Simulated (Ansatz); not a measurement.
C2H7NOSi can be A, `C1CO[SiH2]N1`, or B, `CC(=O)[SiH2]N`.

Gas-phase electronic energies from Ansatz, PBE0-D4/def2-TZVP geometries. CCSD(T)/CBS adds triple-zeta CCSD(T) − MP2 to the extrapolated MP2 energy (def2 sets, frozen cores). DFT in def2-TZVPP. B3LYP here is the variant with VWN-RPA as its local correlation; programs differ in this. Each species was taken in one conformer, which may not be the lowest.

Q: Which isomer does CCSD(T)/CBS put lower? Give the gap. (An estimate is asked.)

A: Computed: A, by 88.5 kJ/mol.

Q: Give E(B) − E(A) in kJ/mol with r2SCAN-D4, B3LYP-D4, B3LYP, B2PLYP, CCSD(T)/def2-TZVPP, MP2/def2-TZVPP, PBE-D4. (An estimate is asked.)

A: Ansatz gave: r2SCAN-D4 79.8, B3LYP-D4 72.7, B3LYP 68.2, B2PLYP 77.3, CCSD(T)/def2-TZVPP 86.8, MP2/def2-TZVPP 94.7, PBE-D4 68.3. None reverses the order clearly.

Largest T1 diagnostic: 0.014.

The D4 term adds +4.5 kJ/mol with B3LYP and +2.0 kJ/mol with PBE0; it sums over pairs of atoms, weighted by their polarisabilities, and B3LYP, whose exchange is more repulsive, gets the larger term. From PBE to PBE0 (25 % exact exchange), in def2-TZVPP and without D4, E(B) − E(A) moves by +20.7 kJ/mol.
